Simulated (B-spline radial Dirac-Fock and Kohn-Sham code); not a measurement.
## Dipole and non-dipole photoemission parameters of Se 4p1/2

System: the Se atom in the configuration [Ar] 3d10 4s2 4p4; threshold 9.33 eV (orbital energy of the model). The computed values come from a radial finite-basis atomic code: Dirac-Hartree-Slater photoionisation with a Latter tail; cross sections with all multipoles, angular parameters from the dipole term and its interference with E2.

| hν (eV) | σ (kb) | β | γ | δ |
| --- | --- | --- | --- | --- |
| 60 | 60.7 | 0.173 | 0.081 | 0.002 |
| 71.9 | ? | ? | ? | ? |
| 89.6 | 36.0 | 0.084 | -0.010 | 0.024 |
| 100 | 33.9 | 0.296 | 0.031 | 0.023 |
| 102 | 33.6 | 0.334 | 0.039 | 0.023 |
| 137 | 28.9 | 0.848 | 0.140 | 0.014 |
| 142 | 28.3 | 0.900 | 0.148 | 0.013 |
| 143 | 28.1 | 0.910 | 0.149 | 0.013 |
| 152 | 27.1 | 0.992 | 0.159 | 0.011 |
| 201 | 22.0 | 1.284 | 0.160 | 0.004 |
| 239 | 18.7 | 1.406 | 0.133 | 0.001 |
| 309 | 14.1 | 1.530 | 0.075 | -0.001 |
| 348 | 12.2 | 1.571 | 0.047 | -0.001 |
| 499 | 7.39 | 1.643 | -0.014 | -0.001 |
| 600 | 5.53 | 1.658 | -0.023 | 0.000 |
| 722 | 4.04 | 1.661 | -0.012 | 0.001 |
| 760 | 3.68 | 1.660 | -0.005 | 0.001 |
| 800 | 3.36 | 1.659 | 0.003 | 0.001 |
| 1000 | 2.20 | 1.643 | 0.055 | 0.003 |
| 2000 | 0.484 | 1.524 | 0.376 | 0.014 |
| 2270 | 0.357 | 1.492 | 0.455 | 0.018 |
| 3870 | 0.0895 | 1.329 | 0.824 | 0.044 |
| 4000 | 0.0818 | 1.317 | 0.848 | 0.047 |
| 4420 | 0.0620 | 1.281 | 0.921 | 0.054 |
| 5040 | 0.0429 | 1.232 | 1.017 | 0.066 |
| 5680 | 0.0304 | 1.185 | 1.104 | 0.078 |
| 5940 | 0.0267 | 1.168 | 1.136 | 0.082 |
| 6000 | 0.0259 | 1.164 | 1.143 | 0.083 |
| 6820 | 0.0178 | 1.112 | 1.234 | 0.099 |
| 15000 | 0.00150 | 0.776 | 1.758 | 0.240 |

**Question.** Give the values at 71.9 eV.

**Answer.** σ = 43.5 kb, β = -0.146, γ = -0.018, δ = 0.016.
